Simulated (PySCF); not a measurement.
A structure optimised at ωB97X-D3(BJ)/def2-TZVP, used in a PySCF frequency run:

```xyz
3

Mg     0.0000     0.0000     0.0000
F      0.0000     0.0000    -1.7532
F      0.0000     0.0000     1.7532
```
Charge 0, spin multiplicity 1.

### Question
Write its SMILES, formula and point group.

### Answer
[F][Mg][F], F₂Mg, D∞h

### Question
What are its rotational constants (standard atomic weights)?

### Answer
4.3271 GHz (linear rotor, B only)
